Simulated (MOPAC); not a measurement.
Input for MOPAC: PM7 on H4SSiTe (SMILES [SiH3][Te]S), a point of a torsion scan.

```
PM7 1SCF PRECISE CHARGE=0 THREADS=1
H4SSiTe

Si    -1.20745668 1    -0.13319607 1     0.03146882 1
Te     0.64264106 1     1.55287484 1    -0.26487684 1
S      1.57017749 1     0.53371913 1    -2.23656535 1
H     -1.11036798 1    -1.11877496 1    -1.03407956 1
H     -2.48934779 1     0.56228066 1    -0.01144603 1
H     -1.05766535 1    -0.77178978 1     1.33662973 1
H      2.54457666 1    -0.14862416 1    -1.65212632 1
```

Output:

```
*******************************************************************************
 **                                                                           **
 **                              MOPAC v23.2.5                                **
 **                                                                           **
 *******************************************************************************
 ** MOPAC's Digital Object Identifier: https://doi.org/10.5281/zenodo.6511958 **
 **                                                                           **
 ** Please cite the open-source release paper for use of this MOPAC version:  **
 ** J. E. Moussa and J. J. P. Stewart (2026)                                  **
 ** MOPAC: An open-source semiempirical molecular orbital program             **
 ** J. Open Source Softw., 11(119), 8025, https://doi.org/10.21105/joss.08025 **
 *******************************************************************************

                              PM7 CALCULATION RESULTS

 *******************************************************************************
 *  PM7        - The PM7 Hamiltonian to be used
 *
 *
 *
 *                 CHARGE ON SYSTEM = 0
 *
 *
 *
 *  PRECISE    - TIGHTER CRITERIA TO BE USED
 *  1SCF       - DO 1 SCF AND THEN STOP
 *  THREADS=1  - MULTI-THREADING NOT USED
 *  T=         - A TIME OF 172800.0 SECONDS REQUESTED
 *  DUMP=N     - RESTART FILE WRITTEN EVERY 7200.0 SECONDS REQUESTED
 *******************************************************************************
PM7 1SCF PRECISE CHARGE=0 THREADS=1
 H4SSiTe

   ATOM   CHEMICAL          X               Y               Z
  NUMBER   SYMBOL      (ANGSTROMS)     (ANGSTROMS)     (ANGSTROMS)

     1      Si         -1.20745668  *  -0.13319607  *   0.03146882  *
     2      Te          0.64264106  *   1.55287484  *  -0.26487684  *
     3       S          1.57017749  *   0.53371913  *  -2.23656535  *
     4       H         -1.11036798  *  -1.11877496  *  -1.03407956  *
     5       H         -2.48934779  *   0.56228066  *  -0.01144603  *
     6       H         -1.05766535  *  -0.77178978  *   1.33662973  *
     7       H          2.54457666  *  -0.14862416  *  -1.65212632  *



          CARTESIAN COORDINATES

    NO.       ATOM           X           Y           Z

     1        Si         -1.2075     -0.1332      0.0315
     2        Te          0.6426      1.5529     -0.2649
     3         S          1.5702      0.5337     -2.2366
     4         H         -1.1104     -1.1188     -1.0341
     5         H         -2.4893      0.5623     -0.0114
     6         H         -1.0577     -0.7718      1.3366
     7         H          2.5446     -0.1486     -1.6521

 General Reference for PM7:
 "Optimization of Parameters for Semiempirical Methods VI: More Modifications to the
 NDDO Approximations and Re-optimization of Parameters", J. J. P. Stewart, J. Mol. Mod., 1:32, 19 (2013)
 https://link.springer.com/article/10.1007/s00894-012-1667-x

           Empirical Formula: H4 Si Te S  =     7 atoms



      MOLECULAR POINT GROUP   :   C1


      RHF CALCULATION, NO. OF DOUBLY OCCUPIED LEVELS = 10


 -------------------------------------------------------------------------------
 PM7 1SCF PRECISE CHARGE=0 THREADS=1
 H4SSiTe



     1SCF WAS SPECIFIED, SO BFGS WAS NOT USED
     SCF FIELD WAS ACHIEVED


                              PM7 CALCULATION
                                                       MOPAC v23.2.5 Linux




          FINAL HEAT OF FORMATION =        167.55348 KCAL/MOL =     701.04378 KJ/MOL


          COSMO AREA              =        140.00 SQUARE ANGSTROMS
          COSMO VOLUME            =        137.26 CUBIC ANGSTROMS

          IONIZATION POTENTIAL    =          8.399975 EV
          HOMO LUMO ENERGIES (EV) =         -8.400 -0.816
          NO. OF FILLED LEVELS    =         10
          MOLECULAR WEIGHT        =        191.7771         POINT GROUP:  C1

          MOLECULAR DIMENSIONS (Angstroms)

            Atom       Atom       Distance
            H     7    H     5     5.34206
            S     3    H     6     3.13336
            H     4   Te     2     3.06098


          SCF CALCULATIONS        =          1





   ATOM   CHEMICAL          X               Y               Z
  NUMBER   SYMBOL      (ANGSTROMS)     (ANGSTROMS)     (ANGSTROMS)

     1      Si         -1.20745668  *  -0.13319607  *   0.03146882  *
     2      Te          0.64264106  *   1.55287484  *  -0.26487684  *
     3       S          1.57017749  *   0.53371913  *  -2.23656535  *
     4       H         -1.11036798  *  -1.11877496  *  -1.03407956  *
     5       H         -2.48934779  *   0.56228066  *  -0.01144603  *
     6       H         -1.05766535  *  -0.77178978  *   1.33662973  *
     7       H          2.54457666  *  -0.14862416  *  -1.65212632  *

                             CARTESIAN COORDINATES

   1   Si       -1.207456680    -0.133196070     0.031468820
   2   Te        0.642641060     1.552874840    -0.264876840
   3    S        1.570177490     0.533719130    -2.236565350
   4    H       -1.110367980    -1.118774960    -1.034079560
   5    H       -2.489347790     0.562280660    -0.011446030
   6    H       -1.057665350    -0.771789780     1.336629730
   7    H        2.544576660    -0.148624160    -1.652126320


           Empirical Formula: H4 Si Te S  =     7 atoms



      MOLECULAR POINT GROUP   :   C1


                  EIGENVALUES
 -49.30166 -25.07520 -17.93749 -13.61931 -13.38142 -13.25109 -11.46755 -10.25060
  -9.09107  -8.39998  -0.81613  -0.43672  -0.12925  -0.04052   0.03263   0.28462
   0.70418   1.83691   1.98237   3.12834   7.52254  20.02470  20.06589  20.86513
  20.89151  22.78462


              NET ATOMIC CHARGES AND DIPOLE CONTRIBUTIONS

  ATOM NO.   TYPE          CHARGE      No. of ELECS.   s-Pop       p-Pop       d-Pop
    1         Si           0.001698        3.9983     0.89910     2.92863     0.17057
    2         Te          -0.053005        6.0530     1.82180     4.23120
    3          S          -0.252653        6.2527     1.90703     4.20386     0.14176
    4          H           0.051804        0.9482     0.94820
    5          H           0.044284        0.9557     0.95572
    6          H           0.041730        0.9583     0.95827
    7          H           0.166143        0.8339     0.83386
 DIPOLE           X         Y         Z       TOTAL
 POINT-CHG.    -1.066    -1.476     1.472     2.341
 HYBRID         0.200    -0.595    -0.357     0.722
 SUM           -0.866    -2.071     1.114     2.506


          ATOMIC ORBITAL ELECTRON POPULATIONS

     Atom    s        px        py        pz      x^2-y^2     xz        z^2       yz        xy
    1 Si   0.89910   0.92107   0.93726   1.07030   0.02149   0.00688   0.03836   0.03191   0.07193
    2 Te   1.82180   1.36527   1.57475   1.29118
    3  S   1.90703   1.43458   1.59278   1.17650   0.00595   0.03416   0.02494   0.02392   0.05279
    4  H   0.94820
    5  H   0.95572
    6  H   0.95827
    7  H   0.83386

 **********************
 *                    *
 * JOB ENDED NORMALLY *
 *                    *
 **********************




 == MOPAC DONE ==
```

The run finished.

Cost: about 0.05 core-seconds (a rough figure).
